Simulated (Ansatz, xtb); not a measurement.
System: C3H3O, charge -1, multiplicity 1. It need not be the lowest isomer of its formula. Whether it binds its extra electron was not tested at this geometry. 
Structure (B3LYP-D3(BJ)/def2-TZVP (Ansatz, a first-principles code) minimum search):
```xyz
7

C      2.0196     0.0365    -0.2522
C      0.8411    -0.2474     0.0078
C     -0.5624    -0.4964     0.2790
O     -1.4150     0.6291    -0.1045
H     -0.7514    -0.6807     1.3470
H     -0.9404    -1.3736    -0.2668
H     -0.7777     1.2649    -0.4521
```
Charge -1, spin multiplicity 1.

Harmonic wavenumbers from GFN2-xTB (xtb, at its own minimum), cm⁻¹: 202, 219, 333, 515, 861, 909, 947, 1173, 1175, 1308, 1483, 2056, 2631, 2706, 3493.

**Question.** Give the harmonic wavenumbers at B3LYP-D3(BJ)/def2-TZVP (Ansatz, finite differences of forces, unscaled).

**Answer.** 184, 261, 284, 534, 891, 962, 1031, 1216, 1260, 1405, 1509, 2072, 2929, 2934, 3764 cm⁻¹. Zero-point energy 30.4 kcal/mol.

**Question.** From these and the geometry, give the ideal-gas thermochemistry at 298.15 K and 1 atm (rigid rotor, harmonic oscillator).

**Answer.** Point group Cs, rotational symmetry number 1. Rotational constants 31.53, 5.114, 4.525 GHz. S(trans) 37.94, S(rot) 23.60, S(vib) 6.46, S(elec, spin only) 0.00, S 68.0 cal/(mol K). H(298) - H(0) 3.54 kcal/mol; G - E(el) 13.6 kcal/mol.
